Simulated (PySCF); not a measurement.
## How the method changes the constants of TeBr

State: ²Π (doublet), unpaired electrons π ↑. Set-up: basis Te x2c-TZVPPall, Br x2c-TZVPPall; spin-free X2C with a Gaussian nucleus; PySCF 2.14. De refers to Te + Br in their high-spin ground configurations, without counterpoise correction. The functionals are run spin-unrestricted. A positive dipole means Te(−)Br(+). Levels whose curve was spin-contaminated or gave no clean fit are not listed.

```json
{"Level": "UHF", "Re (Å)": "2.476", "ωe (cm⁻¹)": "277", "De (eV)": "0.97", "μ (D)": "-1.58", "CPU s a point (SCF and correlation, without the integrals)": "2.9"}
{"Level": "UHF-CCSD", "Re (Å)": "2.470", "ωe (cm⁻¹)": "271", "De (eV)": "2.04", "μ (D)": "n/a", "CPU s a point (SCF and correlation, without the integrals)": "n/a"}
{"Level": "UHF-CCSD(T)", "Re (Å)": "2.476", "ωe (cm⁻¹)": "266", "De (eV)": "2.20", "μ (D)": "n/a", "CPU s a point (SCF and correlation, without the integrals)": "360"}
{"Level": "PBE", "Re (Å)": "2.485", "ωe (cm⁻¹)": "262", "De (eV)": "2.74", "μ (D)": "-0.86", "CPU s a point (SCF and correlation, without the integrals)": "3"}
{"Level": "PBEsol", "Re (Å)": "2.461", "ωe (cm⁻¹)": "272", "De (eV)": "3.00", "μ (D)": "-0.76", "CPU s a point (SCF and correlation, without the integrals)": "2.1"}
{"Level": "PW91", "Re (Å)": "2.485", "ωe (cm⁻¹)": "262", "De (eV)": "2.77", "μ (D)": "-0.86", "CPU s a point (SCF and correlation, without the integrals)": "2.1"}
{"Level": "r²SCAN", "Re (Å)": "2.471", "ωe (cm⁻¹)": "270", "De (eV)": "2.54", "μ (D)": "-0.93", "CPU s a point (SCF and correlation, without the integrals)": "4.2"}
{"Level": "PBE0", "Re (Å)": "2.459", "ωe (cm⁻¹)": "276", "De (eV)": "2.50", "μ (D)": "-1.02", "CPU s a point (SCF and correlation, without the integrals)": "6.4"}
{"Level": "M06", "Re (Å)": "2.471", "ωe (cm⁻¹)": "272", "De (eV)": "2.55", "μ (D)": "-1.02", "CPU s a point (SCF and correlation, without the integrals)": "6"}
{"Level": "BHandHLYP", "Re (Å)": "2.468", "ωe (cm⁻¹)": "274", "De (eV)": "2.13", "μ (D)": "-1.29", "CPU s a point (SCF and correlation, without the integrals)": "4.2"}
{"Level": "ωB97X", "Re (Å)": "2.455", "ωe (cm⁻¹)": "280", "De (eV)": "2.45", "μ (D)": "-1.15", "CPU s a point (SCF and correlation, without the integrals)": "11"}
```

The bond length runs from 2.455 Å (ωB97X) to 2.485 Å (PBE). De spans 0.97 eV (UHF, mean field) to 3.00 eV (PBEsol, GGA). Correlation at CCSD(T) changes the Hartree–Fock bond energy by +1.23 eV; the triples alone change it by +0.16 eV.

Correlated steps freeze 27 core orbitals. Spin–orbit coupling is left out, which matters for elements this heavy, above all for dissociation energies. The state was picked by a PBE0 search and need not be the measured ground state.

The whole job (state search and all levels along the bond) took about 30 min on 2 threads of Arm Neoverse V1 (shared host), peak memory 3.5 GiB.
